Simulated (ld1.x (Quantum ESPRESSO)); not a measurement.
iodine: one change to a TM potential, before and after

I, norm-conserving Troullier–Martins (Kleinman–Bylander form), made with ld1.x (Quantum ESPRESSO) 7.5 (LDA (PZ), scalar-relativistic). Core [Kr], reference 4d10 5s1 5p6. Waves: 5s (bound): rc 1.50 bohr; 5p (bound): rc 1.45 bohr; 4d (bound): rc 1.40 bohr. Local part: all-electron potential smoothed inside 1.25 bohr (lloc = -1). Core correction: Bessel-smoothed model core inside 0.85 bohr.

Change: local potential all-electron potential smoothed inside 1.12 bohr (lloc = -1).

Cutoffs: the cutoffs (Ry, on a coarse ladder) from which the occupation-weighted sum of valence levels, in a spherical-Bessel basis at the reference potential, stays within 10 and 1 mRy of its value at 400 Ry; they do not see the model core or the augmentation charge, which bear on the density cutoff. Errors are all-electron minus pseudo energies relative to the spin-unpolarised reference configuration.

Question: What does the change do?

Answer: The potential gets neither clearly harder nor softer (120 Ry and 200 Ry → 120 Ry and 200 Ry); both files keep a bound ghost (p, s); of the 9 tests that both files solve, the error grows in 1 and shrinks in 7 by more than 15 % and 0.3 meV (median size 10.9 → 6.2 meV); the range in which the s phases agree narrows (upper end 3.7 → 1.4); the range in which the d phases agree widens (upper end 3.4 → at the end of the scan).

```tsv
quantity	base	changed
cutoff, loose	120 Ry	120 Ry
cutoff, tight	200 Ry	200 Ry
loose cutoff by channel (10 mRy a level)	s 35 Ry, p 60 Ry, d 90 Ry	s 35 Ry, p 55 Ry, d 90 Ry
bound ghosts	s, p	s, p
error for 4d10 5s2 5p5, meV [ΔE -10.51 eV]	-9.1	-1.9
error for 4d10 5s2 5p4, meV [ΔE 0.79 eV]	-10	-6.2
error for 4d10 5s2 5p3, meV [ΔE 20.86 eV]	-58	-20
error for 4d9 5s2 5p5, meV [ΔE 47.80 eV]	-1096	-501
error for 4d9 5s2 5p6, meV [ΔE 35.26 eV]	-979	-468
error for 4d10 5s1 5p5, meV [ΔE 11.86 eV]	-30	-7.1
error for 4d10 5s2 5p4.5, meV [ΔE -5.90 eV]	-3.0	-2.9
error for 4d10 5s1 5p6 (spin-polarised), meV [ΔE -0.16 eV]	-0.1	+0.5
error for 4d10 5s2 5p5 (spin-polarised), meV [ΔE -10.63 eV]	-11	-2.2
s: phases at 1.65 bohr within 0.05 rad from the reference energy up to (Ry; the scan ends near 5)	3.7	1.4
p: phases at 1.65 bohr within 0.05 rad from the reference energy up to (Ry; the scan ends near 5)	0.3	1.1
d: phases at 1.65 bohr within 0.05 rad from the reference energy up to (Ry; the scan ends near 5)	3.4	to the end of the scan
```

 A true bound ghost makes a file unfit for plane-wave use even where its test errors are small: the radial tests pick states by their node count and pass the ghost by.
